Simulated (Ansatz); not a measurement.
Energy needed to pull apart BH2Se (SMILES [BH][SeH]), doublet, into free ground-state atoms, from the structure below (displaced at random from a GFN2-xTB minimum); no zero-point or spin–orbit terms; open-shell atoms are treated unrestricted, in their ground-state multiplicity.

```
4
angstrom
B -0.0497 -0.7424 0.2761
Se 0.2954 0.9651 -0.1696
H 0.5338 -1.4773 0.9824
H -0.7986 1.2505 -1.1281
```

Ansatz 0.2.0; basis: def2-TZVPP; cores frozen in the correlated methods; orbitals are unrestricted. Filled d shells of the heavier atoms are correlated. The def2 sets are not built for correlating such inner shells, so the correlated values are less sure here. B3LYP uses VWN-RPA correlation.

| method | atomization energy (kJ/mol) |
| --- | --- |
| PBE-D4 | 1058 |
| r2SCAN-D4 | 1061 |
| PBE0-D4 | ? |
| B3LYP-D4 | 1034 |
| BHLYP-D4 | 1005 |
| wB97M-V | 1017 |
| HF | ? |
| MP2 | 1007 |
| CCSD | 977 |
| CCSD(T) | 995 |

**Question.** What does HF give? (To be estimated.)

**Answer.** Computed: 752 kJ/mol, which is about 243 kJ/mol less than CCSD(T)/def2-TZVPP.

**Question.** What does PBE0-D4 give? (Judge from chemistry; the value comes from the calculation.)

**Answer.** By the calculation: 1041 kJ/mol, which is about 46 kJ/mol more than CCSD(T)/def2-TZVPP.

In triple zeta the MP2 and coupled-cluster atomization energies are still short of their basis limit by a few kcal/mol a bond, whereas those of the functionals are nearly converged, so these differences are not deviations from converged CCSD(T).

The T1 diagnostic stays at or below 0.015. ⟨S²⟩ of the unrestricted Hartree–Fock references: 0.76 (a pure state has 0.75).

For scale, one of the runs: CCSD(T)/def2-TZVPP forces, 107 basis functions (an equivalent command: `ansatz run in.yaml --threads 4`). Time: 58 s of wall clock on 4 CPU threads; the host was shared. Peak host memory: 1.3 GiB.
